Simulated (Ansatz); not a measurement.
The first iterations of a band of GaH4OS (7 atoms, charge 1, multiplicity 1).

Method: RKS PBE0-D4/def2-SVP in Ansatz 0.2.0.

| Quantity | Value |
| --- | --- |
| movable images | 1 |
| climbing image | yes |
| spring | 5.0 eV/Å² |
| optimiser | quadratic models (default) |
| start path | IDPP |
| force threshold | 0.05 eV/Å |
| iteration limit | 60 |
| end points | relaxed |

First end point:

```xyz
7
Properties=species:S:1:pos:R:3
O -1.249 0.072 -0.620
Ga 0.251 -0.008 0.706
S 1.953 -0.112 -0.596
H -1.158 0.050 -1.587
H -2.191 0.136 -0.393
H -0.450 0.040 2.069
H 2.844 -0.179 0.422
```

Last end point:

```xyz
7
Properties=species:S:1:pos:R:3
O -1.257 0.076 -0.617
Ga 0.256 -0.014 0.692
S 1.962 -0.113 -0.603
H -2.197 0.136 -0.380
H -1.176 0.065 -1.584
H -0.429 0.028 2.064
H 2.840 -0.177 0.427
```

| iteration | highest image above the first end (eV) | largest band force component (eV/Å) |
| --- | --- | --- |
| 1 | 0.213 | 0.604 |
| 2 | 0.163 | 0.356 |

**Question.** Does the band converge within its limit, and where does its top end?

**Answer.** It converged. It ended after 5 iterations with the highest image 0.135 eV above the first end. The dihedral H5–O1–Ga2–S3 jumps by 94° between images 0 and 1, so the path isn't resolved there. Another band between the same ends (5 images) ends at a top of the same energy, where a vibrational analysis finds 1 clearly imaginary mode. So few images can step over the top or miss a turn of the path.

The run took 49 s on 1 thread of Intel(R) Xeon(R) Processor @ 2.50GHz (Skylake/Cascade Lake), on a shared host, peak memory 0.19 GiB.
